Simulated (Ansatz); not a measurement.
Start from `C[C](C)(C)[In]([F])[Cl]` and change one atom or group to get `CC(C)(C)[NH][InH2]`.

Ansatz, PBE0-D4/def2-TZVP geometries, multiplicity 1. 

Elements past krypton have def2 core potentials. Outer-core shells of In are correlated without core-valence functions. Spin–orbit coupling is left out.

| property | `C[C](C)(C)[In]([F])[Cl]` |
| --- | --- |
| HOMO–LUMO gap (PBE0/def2-TZVPP) / eV | 6.09 |
| HOMO–LUMO gap (PBE/def2-TZVPP) / eV | 4.12 |
| HOMO–LUMO gap (ωB97M-V/def2-TZVPP) / eV | 9.96 |
| LUMO energy (PBE0/def2-TZVPP) / eV | -1.67 |
| LUMO energy (ωB97M-V/def2-TZVPP) / eV | 0.13 |
| vertical ionisation energy (CCSD(T)/def2-TZVPP) / eV | 9.72 |

Task: Give the same properties after the change, and the shifts. (Best estimate.)

Result: Computed: 
```json
{"property": "HOMO–LUMO gap (PBE0/def2-TZVPP) / eV", "`CC(C)(C)[NH][InH2]`": "5.26", "shift": "-0.83"}
{"property": "HOMO–LUMO gap (PBE/def2-TZVPP) / eV", "`CC(C)(C)[NH][InH2]`": "3.43", "shift": "-0.69"}
{"property": "HOMO–LUMO gap (ωB97M-V/def2-TZVPP) / eV", "`CC(C)(C)[NH][InH2]`": "8.93", "shift": "-1.03"}
{"property": "LUMO energy (PBE0/def2-TZVPP) / eV", "`CC(C)(C)[NH][InH2]`": "-1.10", "shift": "0.57"}
{"property": "LUMO energy (ωB97M-V/def2-TZVPP) / eV", "`CC(C)(C)[NH][InH2]`": "0.27", "shift": "0.14"}
{"property": "vertical ionisation energy (CCSD(T)/def2-TZVPP) / eV", "`CC(C)(C)[NH][InH2]`": "8.19", "shift": "-1.53"}
```

With PBE0 the HOMO rises by 1.39 eV and the LUMO rises by 0.57 eV, so the gap narrows by about 0.82 eV. PBE moves the HOMO by 1.45 eV and ωB97M-V by 1.17 eV.
